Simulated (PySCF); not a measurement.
These are PBE-D3(BJ)/def2-TZVP // PBE0-D3(BJ)/def2-TZVP run with PySCF values and carry that method's errors. Gas-phase values, no solvent. One relaxed conformer stands for a flexible species; it need not be the lowest. Excitations are Tamm–Dancoff values on a coarser integration grid. The basis has no diffuse functions, so Rydberg states are missing or too high.

Reference species (SMILES): `[SiH3][Al]([SiH3])[SiH3]` (neutral, multiplicity 1).

```json
{
  "T1 excitation (TDA)": "2.63 eV",
  "HOMO–LUMO gap": "2.95 eV",
  "HOMO": "-6.31 eV",
  "LUMO": "-3.35 eV"
}
```

Changed species: `[SiH3][Al]([SH])[SH]` (S–Al–S–H torsion -179°, S–Al–S–H torsion -1°) (2 of 3 SiH3 replaced by SH; the reference has 0 of 3 SiH3 replaced by SH).

Problem. What does the change do to the T1 excitation (TDA), HOMO–LUMO gap, HOMO and LUMO?

Solution. the T1 excitation (TDA) rises by 1.39 eV, to 4.02 eV; the HOMO–LUMO gap rises by 1.27 eV, to 4.22 eV; the HOMO drops by 0.14 eV, to -6.45 eV; the LUMO increases by 1.12 eV, to -2.23 eV.
